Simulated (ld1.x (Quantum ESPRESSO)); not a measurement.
# Which change was made? (Sn, TM)

- Element: Sn (Z = 50)
- Generator: ld1.x (Quantum ESPRESSO) 7.5
- Type: norm-conserving Troullier–Martins (Kleinman–Bylander form)
- Functional: PW91
- Relativity: scalar-relativistic
- Frozen core: [Ar] 3d10 4s2
- Valence charge: 20
- Reference configuration: 4p6 4d10 5s1.75 5p2.25
- Partial waves: 4p (bound): rc 1.40 bohr; 4d (bound): rc 1.05 bohr; 5s (bound): rc 1.95 bohr
- Local potential: the s channel
- Core correction: none

Occupied shells without a wave of their own: 5p. They enter only through the test configuration that unscreens the potential.

Cutoffs, loose and tight: the cutoffs (Ry, on a coarse ladder) from which the occupation-weighted sum of valence levels, in a spherical-Bessel basis at the reference potential, stays within 10 and 1 mRy of its value at 400 Ry. They do not see the model core or the augmentation charge, which bear on the density cutoff. Test errors are all-electron minus pseudo excitation energies from the reference, over the configurations 4p6 4d10 5s2 5p2; 4p6 4d10 5s2 5p1; 4p6 4d10 5s2 5p0; 4p6 4d9 5s2 5p3; 4p6 4d10 5s1 5p0; 4p5 4d10 5s2 5p2; 4p6 4d10 5s1 5p3; variants that change the core or the reference have their own tests. The largest error is taken over the tests solved by every variant that gives reliable tests at all, those not shown here included: 4p6 4d10 5s1 5p0; 4p6 4d10 5s1 5p3; 4p6 4d10 5s2 5p0; 4p6 4d10 5s2 5p2; 4p6 4d9 5s2 5p3.

The base gives: outcome: generated, misses its reference levels by 1.32 eV; cutoff, loose: 100 Ry; cutoff, tight: 140 Ry; bound ghosts: none; largest test error (meV): +7549.

Problem. After one change the result is: outcome: generated, misses its reference levels by 1.33 eV; cutoff, loose: 180 Ry; cutoff, tight: 230 Ry; bound ghosts: none; largest test error (meV): +7586. Which change was it?
A. wave 5s (bound): rc 1.95 bohr becomes 5s (bound): rc 2.46 bohr
B. core [Kr], valence charge 14; reference 4d10 5s1 5p0; waves now 5p (bound): rc 1.65 bohr; 4d (bound): rc 0.90 bohr; 5s (bound): rc 1.65 bohr; core correction a·sin(br)/r model core inside 0.85 bohr
C. reference 4p6 4d10 5s1.5 5p2.5
D. wave 4p (bound): rc 1.40 bohr becomes 4p (bound): rc 1.02 bohr
E. all radii scaled by about 1.09 (s 2.12, p 1.52, d 1.14 bohr)

Solution. D. The others give: all radii scaled by about 1.09 (s 2.12, p 1.52, d 1.14 bohr) → outcome: generated, misses its reference levels by 1.31 eV; cutoff, loose: 100 Ry; cutoff, tight: 160 Ry; bound ghosts: none; largest test error (meV): +7521 | core [Kr], valence charge 14; reference 4d10 5s1 5p0; waves now 5p (bound): rc 1.65 bohr; 4d (bound): rc 0.90 bohr; 5s (bound): rc 1.65 bohr; core correction a·sin(br)/r model core inside 0.85 bohr → outcome: generated; cutoff, loose: 160 Ry; cutoff, tight: 300 Ry; bound ghosts: p; largest test error (meV): -361 | reference 4p6 4d10 5s1.5 5p2.5 → outcome: generated, misses its reference levels by 1.36 eV; cutoff, loose: 100 Ry; cutoff, tight: 140 Ry; bound ghosts: none; largest test error (meV): +10755 | wave 5s (bound): rc 1.95 bohr becomes 5s (bound): rc 2.46 bohr → outcome: generated, misses its reference levels by 1.30 eV; cutoff, loose: 100 Ry; cutoff, tight: 140 Ry; bound ghosts: none; largest test error (meV): +7505.
